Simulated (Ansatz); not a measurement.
Two isomers of C2H6BBrS: A = `CC(Br)BS`, B = `CCB(S)Br`.

Computed with Ansatz on PBE0-D4/def2-TZVP structures; ΔE is electronic, products minus reactants. CCSD(T)/CBS adds triple-zeta CCSD(T) − MP2 to the extrapolated MP2 energy (def2 sets, frozen cores). Functionals use def2-TZVPP. B3LYP here is the variant with VWN-RPA as its local correlation; programs differ in this. For Br outer-core shells are correlated without core-valence functions, which leaves a few kJ/mol of doubt a bond. Scalar relativity is left out up to krypton. One conformer a species, not always the lowest.

A:

Z-matrix (Å, degrees):
```
C
C 1 1.505
H 1 1.095 2 109.1
H 1 1.091 2 111.6 3 -119.4
H 1 1.092 2 111.9 3 119.8
Br 2 1.983 1 110.4 3 -178.1
B 2 1.570 1 121.3 3 -66.1
H 2 1.090 1 111.3 3 68.1
S 7 1.777 2 125.8 1 -14.5
H 7 1.193 2 119.5 1 165.1
H 9 1.345 7 99.4 2 1.2
```

B:

Z-matrix (Å, degrees):
```
C
C 1 1.527
H 1 1.092 2 111.2
H 1 1.092 2 111.0 3 120.0
H 1 1.091 2 111.2 3 -119.7
B 2 1.563 1 116.1 3 62.5
H 2 1.100 1 109.1 3 -178.7
H 2 1.095 1 110.3 3 -63.4
Br 6 1.930 2 120.3 1 41.7
S 6 1.786 2 125.3 1 -140.5
H 10 1.345 6 96.8 2 2.5
```

(1) Which isomer does CCSD(T)/CBS put lower? Give the gap. (An estimate is asked.)

(2) Give E(B) − E(A) in kJ/mol with CCSD/def2-TZVPP, B2PLYP, CCSD(T)/def2-TZVPP, B3LYP-D4, HF/def2-TZVPP, MP2/def2-TZVPP, r2SCAN-D4. (Best estimate.)

Largest T1 diagnostic: 0.011.

## Answers

(1) Ansatz gave: B, by 120.8 kJ/mol.

(2) Ansatz gave: CCSD/def2-TZVPP -120.0, B2PLYP -119.3, CCSD(T)/def2-TZVPP -118.3, B3LYP-D4 -115.8, HF/def2-TZVPP -123.8, MP2/def2-TZVPP -122.9, r2SCAN-D4 -121.4. None reverses the order clearly.

From PBE to PBE0 (25 % exact exchange), in def2-TZVPP and without D4, E(B) − E(A) moves by −4.8 kJ/mol.
